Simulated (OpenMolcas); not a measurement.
## Predicting a hybrid from its neighbours: Si2H3F3

The species is Si2H3F3 (8 atoms), meant as a singlet with charge 0. SMILES: `F[Si](F)(F)[SiH3]`. The coordinates come from a PBE0-D4/def2-TZVP relaxation.

The HOMO–LUMO gap y, in eV, basis cc-pVDZ; a is the functional's share of exact exchange. Programs: OpenMolcas 26.06.

```
functional     program     a  y (eV)
       PBE  OpenMolcas     0    7.08
      BLYP  OpenMolcas     0    7.14
     B3LYP  OpenMolcas   0.2       ?
      PBE0  OpenMolcas  0.25    9.27
     BHLYP  OpenMolcas   0.5   11.48
```

Fit y = c + s·a to the known rows and predict B3LYP.


1. Means of the 4 rows: a = 0.1875, y = 8.742.
2. Σ(Δa)² = 0.17188, Σ(Δa·Δy) = 1.5006, so the slope is 1.5006/0.17188 = 8.7305.
3. Intercept: 8.742 − (8.7305) × 0.1875 = 7.105. The largest residual of the fit is 0.035.
4. B3LYP: 7.105 + (8.7305) × 0.2 = 8.85 eV.

The run gave 8.88 eV, so the prediction is off by -0.03 eV, within the largest residual. Exact exchange lowers occupied levels and raises empty ones. The rows mix families of semi-local functionals, which the line can't see.
